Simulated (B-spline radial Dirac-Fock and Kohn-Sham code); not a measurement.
# How the levels of barium move as electrons are removed

Model: multi-electron Dirac-Fock with separately optimised hole states, Breit and Lamb-shift corrections added in first order. Program: a radial atomic solver. Each ion is free and in its tabulated ground configuration. Correlation energy is missing from these numbers.

Reference: Ba³⁹⁺, [Ne] 3s2 3p5, with 1s 39753.7 eV, 2s 8217.4 eV, 2p1/2 7869.0 eV, 3s 3130.4 eV. Shifts from it, in eV (a dash: the subshell is empty, belongs to an open shell averaged over j, or its hole state is left out as unreliable):

```csv
ion,configuration,1s,2s,2p1/2,3s
Ba⁴⁰⁺,[Ne] 3s2 3p4,+136.0,+116.1,+118.8,+81.6
Ba⁴¹⁺,[Ne] 3s2 3p3,+273.9,+233.6,–,+164.0
Ba⁴²⁺,[Ne] 3s2 3p2,+413.8,+352.5,+360.0,+247.1
Ba⁴³⁺,[Ne] 3s2 3p1,+555.5,+472.6,+483.0,+331.0
Ba⁴⁴⁺,[Ne] 3s2,+699.2,+594.1,+607.4,+415.7
Ba⁴⁵⁺,[Ne] 3s1,–,–,+728.5,+509.9
Ba⁴⁶⁺,[He] 2s2 2p6,+974.6,+824.2,+850.7,–
```

Values without a named source are computed, but for edge energies of neutral atoms, which are taken from tables.
